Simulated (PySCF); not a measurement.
Labels have come off several samples. The candidates:

A. 1-buten-3-yne (SMILES C#CC=C)
B. `C=C[Si](C)(C)C`
C. SMILES C1C2([C@H](C#N)[C@H](Cl)CC2)C1

Spectrum 1. 1H NMR (500 MHz, computed): δ 4.21 (m, 1H), 2.53 (m, 1H), 2.35 (m, 1H), 2.28 (m, 1H), 1.99 (m, 1H), 1.77 (m, 1H), 1.10 (m, 1H), 0.75 (m, 1H), 0.75 (m, 1H), 0.54 (m, 1H). 13C{1H} NMR (computed): δ 123.4 (C), 64.7 (CH), 48.9 (CH), 40.0 (CH2), 35.9 (CH2), 25.1 (C), 22.2 (CH2), 16.6 (CH2).

Spectrum 2. 1H NMR (500 MHz, computed): δ 6.18 (m, 1H), 6.05 (m, 1H), 5.92 (m, 1H), 2.72 (m, 1H). 13C{1H} NMR (computed): δ 138.4 (CH2), 124.4 (CH), 89.2 (CH), 87.1 (C).

Spectrum 3. 1H NMR (500 MHz, computed): δ 6.53 (m, 1H), 6.30 (m, 1H), 5.95 (m, 1H), 0.09 (s, 9H). 13C{1H} NMR (computed): δ 148.8 (CH), 139.1 (CH2), -1.2 (CH3).

How the numbers were obtained: PBE0/pcSseg-1 with gauge-including orbitals, coordinates at the GFN2-xTB level, J: B3LYP/pcJ-1, in PySCF (fast rotation and ring inversion assumed for equivalent nuclei, no solvent, a single conformation, non-relativistic).

Shifts are taken against calculated references (same method and geometry level): TMS for 1H, 13C. Multiplet labels drop J under 1 Hz and among equivalent protons, and merge close values. Unscaled 3J(H,H) run several per cent high. Where no couplings were computed, multiplicities follow the n + 1 count of equivalent neighbours, and m marks all less simple cases (inequivalent or close neighbours, rings, F or P nearby). Shifts are as computed. Against solution values, carbons near 30 ppm lie about +3 ppm off and those near 130 ppm about +5 ppm; carbons on Cl a further +6 ppm. Of 1211 compounds with measured shifts, 218 miss one by over three times the rms of a fit or turn the order of signals round; such compounds aren't used in these exercises. Carbons bonded to Cl come out too deshielded.

Q: Match each spectrum to its structure.

A: 1–C, 2–A, 3–B.

- Spectrum 1 (C): 8 13C signals; δC 123.4 is a nitrile carbon; δC 64.7 is an sp3 CH bonded to Cl.
- Spectrum 2 (A): 4 13C signals; δC 138.4 is a terminal =CH2 carbon; δC 124.4 is an alkene CH.
- Spectrum 3 (B): 3 13C signals; δC 148.8 is an alkene CH; δC 139.1 is a terminal =CH2 carbon.
